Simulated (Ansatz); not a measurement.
Relaxation of GaH$_{6}$P (8 atoms, charge 0, multiplicity 1), to a largest force component of 0.03 eV/Å in at most 50 steps.

Method: Ansatz 0.2.0, RKS PBE0/def2-SVP.

```xyz
8
Properties=species:S:1:pos:R:3
Ga 0.063 -0.635 -0.295
H 0.019 0.308 2.309
H 1.380 0.189 -0.498
H -1.334 -0.059 -0.727
P 0.091 -2.649 0.812
H -0.630 -3.320 -0.220
H 1.381 -3.046 0.363
H -0.021 -0.396 2.160
```

Where does it end, and by what steps?

The run converged. After 7 steps the energy has fallen by 0.140 eV; H2 moved furthest, 0.44 Å.

```
step  energy less start (eV)  largest force component (eV/Å)  accepted
   0                  0.0000                           1.828       yes
   1                 -0.0921                           0.524       yes
   2                 -0.1050                           0.231       yes
   3                 -0.1203                           0.187       yes
   4                 -0.1325                           0.378       yes
   5                 -0.1372                           0.067       yes
   6                 -0.1389                           0.047       yes
   7                 -0.1397                           0.015       yes
```

```xyz
8
Properties=species:S:1:pos:R:3
Ga 0.110 -0.689 -0.075
H -0.020 0.591 1.980
H 1.433 0.141 -0.234
H -1.287 -0.090 -0.472
P 0.222 -2.873 0.720
H -0.686 -3.391 -0.252
H 1.397 -3.203 -0.020
H -0.218 -0.096 2.256
```

Time of the run: 25 s on 1 thread of Arm Neoverse V1, on a shared host, peak memory 0.16 GiB.
